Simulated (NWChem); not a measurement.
Molecule: C3H4ClF; SMILES C/C(F)=C\Cl

```xyz
9

C     -1.4229     1.0358     0.0000
C      0.0465     0.8573     0.0000
F      0.7255     2.0106     0.0000
C      0.7597    -0.2726     0.0000
Cl     0.0498    -1.8412     0.0000
H     -1.7336     1.6096     0.8876
H     -1.9339     0.0662     0.0000
H     -1.7336     1.6096    -0.8876
H      1.8504    -0.2483     0.0000
```
Atoms are numbered in this order, from 1.

Level: PBE0/def2-SVP (NWChem), optimised geometry, unscaled harmonic frequencies. 

List the harmonic frequencies with IR intensities, and the thermochemistry.


| frequency (cm⁻¹) | IR intensity (km/mol) |
|---|---|
| 156 | 0.2 |
| 222 | 2.7 |
| 263 | 1.5 |
| 418 | 4.8 |
| 467 | 3.8 |
| 472 | 1.1 |
| 818 | 6.3 |
| 819 | 44.7 |
| 952 | 71.7 |
| 1020 | 15.8 |
| 1049 | 1.2 |
| 1209 | 101.2 |
| 1322 | 23.6 |
| 1418 | 52.9 |
| 1442 | 3.2 |
| 1444 | 9.5 |
| 1774 | 38.1 |
| 3064 | 8.1 |
| 3145 | 2.8 |
| 3205 | 0.4 |
| 3253 | 10.0 |

The zero-point energy is 39.9 kcal/mol, the thermal correction to the enthalpy at 298.15 K (with zero-point energy) comes out as 44.0 kcal/mol and the heat capacity Cv is 18.5 cal/(mol K). The entropy at 298.15 K and 1 atm (symmetry number 1) comes out as 75.4 cal/(mol K) and the dipole moment comes out as 0.91 D.

Rigid rotor and harmonic oscillator.
